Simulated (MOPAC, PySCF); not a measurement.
C2H8Si3, SMILES `C#C[SiH]([SiH3])[SiH3]`, neutral singlet in the gas phase. 

Cartesian coordinates (Å):
SMILES: [SiH](C#C)([SiH3])[SiH3]
```xyz
13

C      2.9058    -0.7124     0.3148
C      1.7960    -0.3860    -0.0689
Si     0.1018     0.0956    -0.5591
Si    -0.4889     2.0485     0.6045
Si    -1.3590    -1.6690    -0.0404
H      3.8854    -0.9988     0.6438
H      0.0793     0.3568    -2.0349
H     -1.8716     2.4685     0.2131
H     -0.4658     1.7783     2.0753
H      0.4629     3.1605     0.2963
H     -0.9601    -2.9192    -0.7584
H     -1.3317    -1.9215     1.4335
H     -2.7540    -1.3015    -0.4409
```
Charge 0, multiplicity 1.

All levels are single points at this geometry (PBE-D3(BJ)/def2-TZVP); Pople sets use spherical d functions. Orbital energies aren't observables, and empty levels follow the basis.

```csv
level,HOMO (eV),LUMO (eV),gap (eV),dipole (D),"vertical IE, Delta-SCF (eV)"
PBE-D3(BJ)/def2-TZVP in PySCF,-6.53,-1.35,5.19,0.36,9.00
B3LYP/6-311+G** in PySCF,-7.41,-0.65,6.76,0.29,–
B3LYP/6-31G* in PySCF,-7.15,-0.21,6.94,0.49,9.10
B3LYP/LANL2DZ in PySCF,-7.42,-0.14,7.28,0.16,–
BP86/6-31G* in PySCF,-6.40,-1.02,5.38,0.47,–
M06-2X/6-31G* in PySCF,-8.41,0.72,9.13,0.43,–
PBE/6-31G* in PySCF,-6.30,-0.94,5.36,0.47,8.89
SVWN5/6-31G* in PySCF,-6.39,-1.09,5.30,0.42,9.00
HF/3-21G in PySCF,-9.87,3.15,13.02,0.52,–
HF/6-31G* in PySCF,-9.83,3.17,13.00,0.63,–
HF/STO-3G in PySCF,-7.50,9.35,16.86,0.62,–
PM3 in MOPAC,-9.19,-1.63,7.56,0.27,–
PM6 in MOPAC,-8.34,-0.59,7.75,0.45,–
```
